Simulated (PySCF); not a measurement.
C₈H₂F₄N₂O, SMILES Fc1cc(F)c(F)c(-c2nnco2)c1F. Atoms are numbered in the order given.

```xyz
17

F     -2.6543    -2.2429     0.7521
C     -1.9919    -1.1490     0.3830
C     -2.6868     0.0018     0.0275
C     -1.9688     1.1323    -0.3465
F     -2.6065     2.2470    -0.6986
C     -0.5736     1.1171    -0.3687
F      0.0686     2.2153    -0.7556
C      0.1405    -0.0404    -0.0083
C      1.6006    -0.0763    -0.0318
N      2.3839    -1.0987    -0.2106
N      3.6799    -0.6214    -0.1378
C      3.5873     0.6490     0.0777
O      2.3065     1.0730     0.1585
C     -0.5955    -1.1796     0.3696
F      0.0172    -2.2939     0.7377
H     -3.7769     0.0170     0.0413
H      4.3825     1.3816     0.1942
```
Charge 0, spin multiplicity 1.

Geometry: B3LYP-D3(BJ)/def2-SVP. This is a generated structure with no PubChem entry under its InChIKey; it may be hypothetical. The values are those of a single conformer.

Vertical ionisation energy (IE) and electron affinity (EA) in eV. Rows of orbital energies are one-electron estimates. Where ΔSCF, EOM or ADC give a negative EA the extra electron is unbound and the value depends on the basis.

| level | IE | EA |
|---|---|---|
| −ε(HOMO), −ε(LUMO), M06-2X/def2-SVP (PySCF) | 8.83 | 1.34 |
| −ε(HOMO), −ε(LUMO), PBE/def2-SVP (PySCF) | ? | ? |

### Question
Fill in the missing entries. (The exact figures need the calculation; the answer reports its results.)

### Answer

- −ε(HOMO), −ε(LUMO), PBE/def2-SVP (PySCF), IE: 6.29
- −ε(HOMO), −ε(LUMO), PBE/def2-SVP (PySCF), EA: 2.75
